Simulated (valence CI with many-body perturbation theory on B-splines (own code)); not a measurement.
# E1 transitions of Nd55+

Computed by valence CI with perturbative core correlation (CI+MBPT): three valence electrons over a frozen Dirac-Fock core [He], radial functions for each j: 11 s, 11 p, 10 d, 8 f, 5 g, 2 h, with the one-electron correlation potential Σ1, the two-electron term Σ2, the three-electron term Σ3, Breit, model QED; selected CI, second order for the rest, scaled by the run's own slope (own B-spline code, finite nucleus).

No measured spectrum was set against this ion. As an estimate, large intervals hold to a few tenths of a per cent, small ones and those within an open d or f shell to about a per cent.

Lines 151 to 200 of 561 in falling wavelength, among levels below 9511.7 eV, chosen from the strongest by gf and those to the six lowest levels. Wavelengths and rates use the calculated energies. Electric multipoles are in the length gauge, E1 and E2 with the static RPA response of the core. Weak lines are less certain than strong ones. Lines between different terms over intervals too small for the method are left out, as are lines whose strength nearly cancels.

Levels are named by their leading jj configuration (3d3/2^4 stands for four electrons in 3d with j = 3/2), which in mixed levels can hold well under half, so a name can repeat and another be missing. Letters in brackets count levels of one name in rising energy.

| λ vac (Å) | Upper | Lower | A (s⁻¹) | log gf | Branch % |
| --- | --- | --- | --- | --- | --- |
| 16.58 | (2p1/2 2p3/2 3d5/2) J=3/2 [a] | (2s 2p1/2 3d5/2) J=3/2 | 4.75e+11 | -1.11 | 0.1 |
| 16.54 | (2p1/2 2p3/2 3d5/2) J=5/2 [a] | (2s 2p1/2 3d5/2) J=5/2 [b] | 3.94e+11 | -1.01 | 0.1 |
| 16.52 | (2p1/2 2p3/2 3p3/2) J=3/2 [a] | (2s 2p1/2 3p3/2) J=3/2 [b] | 5.58e+11 | -1.04 | 0.3 |
| 16.47 | (2p1/2 2p3/2 3s) J=3/2 [b] | (2s 2p1/2 3s) J=1/2 [b] | 5.01e+11 | -1.09 | 0.4 |
| 16.43 | (2p1/2 2p3/2 3p1/2) J=3/2 [a] | (2s 2p1/2 3p1/2) J=3/2 | 4.81e+11 | -1.11 | 0.1 |
| 16.42 | (2p1/2 2p3/2 3d3/2) J=5/2 [a] | (2s 2p1/2 3d3/2) J=5/2 | 5.73e+11 | -0.86 | 0.7 |
| 16.37 | (2p1/2 2p3/2^2) J=5/2 | (2s 2p1/2 2p3/2) J=3/2 [b] | 1.10e+12 | -0.58 | 46.4 |
| 16.33 | (2p1/2 2p3/2 3d5/2) J=9/2 | (2s 2p1/2 3d5/2) J=7/2 | 9.06e+11 | -0.44 | 26.3 |
| 16.31 | (2p1/2 2p3/2 3p3/2) J=7/2 | (2s 2p1/2 3p3/2) J=5/2 | 1.05e+12 | -0.47 | 0.6 |
| 16.30 | (2p3/2^2 3p3/2) J=5/2 | (2s 2p3/2 3p3/2) J=5/2 [a] | 5.94e+11 | -0.85 | 0.3 |
| 16.29 | (2p3/2^3) J=3/2 | (2s 2p3/2^2) J=3/2 | 2.51e+12 | -0.40 | 64.2 |
| 16.27 | (2p3/2^3) J=3/2 | (2s 2p3/2^2) J=1/2 | 5.45e+11 | -1.06 | 13.9 |
| 16.27 | (2p3/2^2 3d5/2) J=5/2 [b] | (2s 2p3/2 3d5/2) J=3/2 [b] | 3.33e+11 | -1.10 | 0.1 |
| 16.26 | (2p3/2^2 3p3/2) J=3/2 [b] | (2s 2p3/2 3p3/2) J=3/2 [b] | 1.27e+12 | -0.70 | 0.6 |
| 16.25 | (2p3/2^2 3d5/2) J=7/2 | (2s 2p3/2 3d5/2) J=7/2 [a] | 4.99e+11 | -0.80 | 9.1 |
| 16.21 | (2p1/2 2p3/2 3p1/2) J=5/2 | (2s 2p1/2 3p1/2) J=3/2 | 6.49e+11 | -0.81 | 0.1 |
| 16.21 | (2p3/2^2 3d5/2) J=5/2 [b] | (2s 2p3/2 3d5/2) J=5/2 [b] | 1.05e+12 | -0.61 | 0.2 |
| 16.21 | (2p1/2 2p3/2 3d5/2) J=5/2 [b] | (2s 2p1/2 3d5/2) J=3/2 | 4.58e+11 | -0.97 | 0.0 |
| 16.20 | (2p1/2 2p3/2 3d5/2) J=7/2 [a] | (2s 2p1/2 3d5/2) J=5/2 [a] | 8.51e+11 | -0.57 | 3.5 |
| 16.19 | (2s 2p3/2 3d5/2) J=7/2 [b] | (2s^2 3d5/2) J=5/2 | 1.38e+12 | -0.36 | 0.6 |
| 16.17 | (2p1/2 2p3/2 3d3/2) J=5/2 [b] | (2s 2p1/2 3d3/2) J=3/2 [b] | 9.04e+11 | -0.67 | 0.1 |
| 16.17 | (2p3/2^2 3d3/2) J=3/2 [b] | (2s 2p3/2 3d3/2) J=5/2 [b] | 9.74e+11 | -0.82 | 0.2 |
| 16.14 | (2s 2p3/2 3p3/2) J=5/2 [b] | (2s^2 3p3/2) J=3/2 | 1.54e+12 | -0.44 | 1.2 |
| 16.13 | (2p1/2 2p3/2 3p3/2) J=5/2 [a] | (2s 2p1/2 3p3/2) J=3/2 [a] | 8.31e+11 | -0.71 | 0.4 |
| 16.12 | (2p1/2 2p3/2 3d3/2) J=7/2 | (2s 2p1/2 3d3/2) J=5/2 | 9.04e+11 | -0.55 | 13.3 |
| 16.09 | (2p1/2 2p3/2 3s) J=5/2 | (2s 2p1/2 3s) J=3/2 | 8.67e+11 | -0.70 | 0.9 |
| 16.08 | (2p1/2 2p3/2 3d5/2) J=7/2 [b] | (2s 2p1/2 3d5/2) J=5/2 [b] | 5.13e+11 | -0.80 | 0.1 |
| 16.07 | (2p1/2 2p3/2 3p1/2) J=3/2 [b] | (2s 2p1/2 3p1/2) J=1/2 [b] | 1.10e+12 | -0.77 | 0.4 |
| 16.06 | (2p3/2^2 3d5/2) J=7/2 | (2s 2p3/2 3d5/2) J=5/2 [a] | 4.86e+11 | -0.82 | 8.9 |
| 16.06 | (2p1/2 2p3/2 3d3/2) J=3/2 [b] | (2s 2p1/2 3d3/2) J=3/2 [b] | 5.05e+11 | -1.11 | 0.1 |
| 16.05 | (2p1/2 2p3/2 3p1/2) J=1/2 | (2s 2p1/2 3p1/2) J=1/2 [a] | 1.02e+12 | -1.10 | 0.2 |
| 16.03 | (2p3/2^2 3p1/2) J=1/2 | (2s 2p3/2 3p1/2) J=3/2 [b] | 1.88e+12 | -0.84 | 0.7 |
| 16.01 | (2p3/2^2 3s) J=1/2 | (2s 2p3/2 3s) J=3/2 [b] | 1.88e+12 | -0.84 | 2.6 |
| 15.98 | (2p1/2 2p3/2 3d5/2) J=3/2 [b] | (2s 2p1/2 3d5/2) J=5/2 [b] | 8.39e+11 | -0.89 | 0.1 |
| 15.97 | (2s 2p3/2 3d3/2) J=5/2 [b] | (2s^2 3d3/2) J=3/2 | 1.40e+12 | -0.49 | 0.2 |
| 15.97 | (2p3/2^2 3p3/2) J=3/2 [b] | (2s 2p3/2 3p3/2) J=5/2 [b] | 1.11e+12 | -0.77 | 0.5 |
| 15.95 | (2s 2p3/2 3p1/2) J=1/2 | (2s^2 3p1/2) J=1/2 | 1.75e+12 | -0.87 | 1.1 |
| 15.95 | (2p1/2 2p3/2 3p1/2) J=3/2 [a] | (2s 2p1/2 3p1/2) J=1/2 [a] | 5.79e+11 | -1.05 | 0.1 |
| 15.95 | (2s 2p3/2 3s) J=1/2 | (2s^2 3s) J=1/2 | 1.73e+12 | -0.88 | 1.2 |
| 15.94 | (2p1/2 2p3/2 3s) J=3/2 [a] | (2s 2p1/2 3s) J=1/2 [a] | 7.56e+11 | -0.94 | 1.0 |
| 15.93 | (2p1/2 2p3/2 3d3/2) J=3/2 [a] | (2s 2p1/2 3d3/2) J=3/2 [a] | 9.59e+11 | -0.84 | 0.5 |
| 15.92 | (2s 2p3/2 3p1/2) J=3/2 [b] | (2s^2 3p1/2) J=1/2 | 1.61e+12 | -0.61 | 1.4 |
| 15.92 | (2p3/2^2 3d5/2) J=5/2 [b] | (2s 2p3/2 3d5/2) J=7/2 [b] | 1.11e+12 | -0.60 | 0.2 |
| 15.91 | (2p1/2 2p3/2 3p3/2) J=5/2 [b] | (2s 2p1/2 3p3/2) J=3/2 [b] | 5.43e+11 | -0.91 | 0.3 |
| 15.91 | (2p1/2 2p3/2 3d3/2) J=5/2 [a] | (2s 2p1/2 3d3/2) J=3/2 [a] | 5.20e+11 | -0.93 | 0.7 |
| 15.90 | (2s 2p3/2 3d5/2) J=5/2 [b] | (2s^2 3d5/2) J=5/2 | 1.59e+12 | -0.44 | 0.2 |
| 15.89 | (2p1/2 2p3/2 3d5/2) J=1/2 | (2s 2p1/2 3d5/2) J=3/2 | 1.16e+12 | -1.06 | 0.2 |
| 15.88 | (2s 2p3/2 3d3/2) J=5/2 [a] | (2s 2p1/2 3p1/2) J=3/2 | 4.31e+11 | -1.01 | 0.1 |
| 15.86 | (2s 2p3/2 3s) J=3/2 [b] | (2s^2 3s) J=1/2 | 1.61e+12 | -0.61 | 2.3 |
| 15.86 | (2p1/2 2p3/2 3p3/2) J=5/2 [b] | (2s 2p1/2 3p3/2) J=5/2 | 4.80e+11 | -0.96 | 0.2 |
